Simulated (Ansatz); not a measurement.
## Two structures, one formula

The two ends of one reaction step of Si2H8SO, singlet (PBE0-D4/def2-TZVP).

A:

```
12
angstrom
Si 0.9412 1.1434 0.5340
H 0.8607 -1.4638 -2.2245
O -0.6434 0.8749 0.2770
Si -1.7979 -0.1488 -0.2757
H 1.0368 2.2661 1.4928
H 1.6330 1.4468 -0.7406
H 1.0716 -1.7136 -1.5528
S 1.9687 -0.5613 1.2966
H -1.5471 -1.5260 0.2186
H -1.8060 -0.1496 -1.7606
H -3.1067 0.3341 0.2275
H 1.3890 -0.5024 2.5076
```

B:

```tsv
atom	x (Å)	y (Å)	z (Å)
Si1	0.3418	0.3705	-0.0404
H2	0.7620	-0.9336	-0.6154
O3	-1.2265	0.6474	-0.4385
Si4	-2.7718	0.1425	-0.3124
H5	0.4697	0.3368	1.4386
H6	1.1406	1.4765	-0.6156
H7	3.9771	-0.4846	-0.4817
S8	3.6174	-0.1269	0.7604
H9	-3.1699	0.0379	1.1170
H10	-2.9354	-1.1905	-0.9519
H11	-3.6456	1.1266	-0.9966
H12	3.4407	-1.4027	1.1364
```

Ansatz 0.2.0; basis: def2-TZVPP; cores frozen in the correlated methods. B3LYP uses VWN-RPA correlation.

**Question.** Which structure is lower at CCSD(T), and by how much? (Judge from chemistry; the value comes from the calculation.)

**Answer.** By the calculation: A, by 9.48 kcal/mol (electronic energy, against the other). By their contacts, A is a complex of Si₂H₆SO ([SiH3][O][SiH2][SH]) + H₂ and B is a complex of Si₂H₆O ([SiH3][O][SiH3]) + H₂S.

All methods give the same order:

| method | E(B) − E(A) (kcal/mol) |
| --- | --- |
| SPW92 | 9.90 |
| PBE-D4 | 11.55 |
| BLYP-D4 | 10.71 |
| r2SCAN-D4 | 11.57 |
| B97M-V | 10.16 |
| PBE0-D4 | 10.93 |
| B3LYP-D4 | 10.13 |
| r2SCAN0-D4 | 11.01 |
| BHLYP-D4 | 9.34 |
| CAM-B3LYP-D4 | 8.99 |
| wB97X-V | 9.86 |
| wB97M-V | 10.06 |
| B2PLYP | 9.42 |
| PBE-QIDH | 10.48 |
| RPA on PBE | 8.24 |
| HF | 6.33 |
| MP2 | 11.42 |
| CCSD | 8.51 |
| CCSD(T) | 9.48 |

No T1 diagnostic of these runs exceeds 0.012.

Labels in which every atom is bracketed show which atoms are joined, not bond orders.

For scale, one of the runs: CCSD(T)/def2-TZVPP, 269 basis functions, launched by `ansatz run in.yaml --threads 4 --pin off --events-out ev --progress --plain --max-ram 9574MiB`. Time: 2.4 min of wall clock on 4 CPU threads of an Arm Neoverse V2; the host was shared. Peak host memory: 6.3 GiB.
